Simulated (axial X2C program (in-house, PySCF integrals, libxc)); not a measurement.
**Low determinants of HfS at the PBE0 level, 2c**

All values were computed with an in-house all-electron X2C program for linear molecules (integrals from PySCF). Two-component (2c) means X2C with spin–orbit coupling and atomic mean-field two-electron Coulomb and Gaunt terms. Basis: Hf dyall-cv3z [13s14p9d7f4g], S dyall-av3z [9s8p3d2f] (cores contracted in-house); Gaussian nuclei, density fitting, unrestricted open shells. Masses: Hf 179.947 u, S 31.972 u.

Search at 2.153 Å (vertical energies from the lowest determinant):

| ΔE (eV) | state | electrons beyond evenly filled partner blocks | electrons in ±ω = 1/2, 3/2, 5/2, 7/2 |
| --- | --- | --- | --- |
| 0.00 | Ω = 0 | none | 54 24 8 2 |
| 0.53 | Ω = 1 | ω = -1/2, ω = 3/2 | 53 25 8 2 |
| 0.85 | Ω = 3 | ω = 1/2, ω = 5/2 | 53 24 9 2 |
| 1.14 | Ω = 2 | ω = 1/2, ω = 3/2 | 53 25 8 2 |
| 1.50 | Ω = 2 | ω = -1/2, ω = 5/2 | 53 24 9 2 |
| 1.70 | Ω = 1 | 2 × ω = 1/2 | 54 24 8 2 |
| 2.58 | Ω = 1 | ω = -3/2, ω = 5/2 | 52 25 9 2 |

Lowest determinant, Ω = 0 (closed shell): Re = 2.151 Å, ωe = 541.4 cm⁻¹.

The determinant in row 2 of the search, Ω = 1 (⟨Sz⟩ = -0.99, ⟨Lz⟩ = 1.99 at PBE0), was followed along the bond at PBE0; measured from the minimum of the lowest determinant it gives:

Te = 0.523 eV (4218 cm⁻¹), Re = 2.183 Å, ωe = 509.0 cm⁻¹.

Task: Compare the bond of the determinant in row 2 with that of the lowest one.

Result: At PBE0 its Re is 0.032 Å longer and its force constant, which goes as ωe², is 0.88 times that of the lowest determinant. T0 ≈ Te + Δωe/2 = 4218 + (-16) = 4202 cm⁻¹.

The search compares states at one distance, so a state with another bond length can lie lower; it is not exhaustive and yields mostly the lowest determinant of each block pattern, so other components and higher states of one pattern are missing. These are energies of single determinants, not of spin-adapted states; PBE0 term energies can be off by some tenths of an eV, and the functional has no current term. Open-shell Ω = 0 determinants with evenly filled partner blocks cannot be reached by this program, so the Ω shown need not be the lowest component.
